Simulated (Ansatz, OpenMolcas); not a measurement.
# C2H5AlN2 (SMILES C#[C][Al]([NH2])[NH2]): methods side by side

C2H5AlN2: 10 atoms, total charge 0, spin state singlet. As SMILES, `C#[C][Al]([NH2])[NH2]`. Geometry: relaxed at PBE0-D4/def2-TZVP.

Each level gives the HOMO–LUMO gap (eV). The values are calculated.

| level | kind | program | value (eV) |
| --- | --- | --- | --- |
| HF/def2-SVP | Hartree–Fock | Ansatz | 13.64 |
| SVWN5/def2-SVP | LDA | Ansatz | 4.43 |
| revPBE/def2-SVP | GGA | Ansatz | 4.54 |
| M06-L/def2-SVP | meta-GGA | OpenMolcas | 5.05 |
| TPSS/def2-SVP | meta-GGA | OpenMolcas | 4.75 |
| r2SCAN/def2-SVP | meta-GGA | OpenMolcas | 5.03 |
| PBE0/def2-SVP | global hybrid | Ansatz | 6.80 |
| wB97M-V/def2-SVP | range-separated hybrid | Ansatz | 11.13 |

The values span 4.43 to 13.64 eV. Orbital gaps aren't excitation energies; they tend to grow with the share of exact exchange.
